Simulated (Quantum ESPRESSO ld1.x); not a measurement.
Question: The table gives one normalised radial function P(r) = r R(r) (large component) of As30+ in [He] 2s1 (r in bohr). Calculated with ld1.x of Quantum ESPRESSO 7.5: Dirac Kohn-Sham, revPBE, spin-unpolarised, spherical densities, point nucleus.

r           P
0.00394    0.4803
0.005255   0.6067
0.007009   0.7540
0.009349   0.9162
0.01247    1.0789
0.0165     1.2111
0.022      1.2759
0.02935    1.2046
0.03914    0.9213
0.05221    0.3658
0.06908   -0.4302
0.09213   -1.3805
0.1229    -2.1768
0.1639    -2.4678
0.2186    -2.0821
0.2916    -1.2612
0.3858    -0.5240
0.5145    -0.1263

Which n and l does it have? It may be an empty orbital.

Answer: n = 2, l = 0: the number of nodes gives n - l - 1 = 1, the rise at small r points to l (this Dirac orbital starts as r^gamma with gamma = sqrt((l + 1)^2 - (Z/c)^2) = 0.97; the j = 1/2 orbital of l + 1 starts with the same power, but with a smaller coefficient, and then steepens), and the extent must fit the shell. The curve is that of 2s1/2. 2s1/2: eigenvalue -3352.2 eV, 1 radial node at r = 0.0599 bohr, <r> = 0.185 bohr, 90 % of the charge inside 0.283 bohr.
